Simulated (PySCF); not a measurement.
Gas-phase equilibrium of 1 mol H2O, 0.31 mol O2 at 2000 K and 0.00100 bar, among 9 species (O2, O, HO2, H2O, H, H2O2, O3, H2, OH). Only gases are allowed; each row takes one source of thermochemistry for all species, and Cantera finds the minimum.

Energies from PySCF, thermal terms from the rigid-rotor harmonic-oscillator model, ideal gas at 1 bar. The comparison is the NASA 1993 polynomial table, which mixes measured and estimated data. † marks an energy on the PBE0/def2-TZVP geometry and frequencies; other levels use their own. Open shells (unrestricted) among the columns below: O2 (multiplicity 3), O (multiplicity 3, electronic degeneracy 9), H (multiplicity 2), OH (multiplicity 2, electronic degeneracy 4); the rest are closed-shell singlets. Spin-orbit splitting is ignored; it lowers the true energy and changes the entropy of O, OH. The harmonic model lacks anharmonicity and excited electronic states, which grow with temperature; levels with a mode under 35 cm⁻¹ are left out. The table's entry may be an old estimate for OH (not checked at source).

Molecules larger than those listed are left out.

Mole fractions:

```csv
thermochemistry,x H2O,x O,x H,x O2,x H2,x OH
table,0.71,0.010,0.0060,0.23,0.014,0.031
HF/def2-TZVP†,0.00028,0.48,0.42,1.5e-7,0.087,0.0045
PBE/def2-SVP,0.44,0.00037,0.054,0.31,0.19,0.0081
PBE0/def2-QZVP†,0.68,0.0069,0.016,0.23,0.025,0.041
PBE0/def2-SVP†,0.57,0.0052,0.040,0.26,0.089,0.031
r2SCAN/def2-TZVP†,0.59,0.0037,0.021,0.26,0.089,0.040
ωB97X-V/def2-TZVP†,0.63,0.0054,0.017,0.25,0.063,0.035
```
The most sensitive of these is O2: it spans a factor of 10^6.3 over these rows; at this temperature one factor of ten is RT ln 10 = 38 kJ/mol.
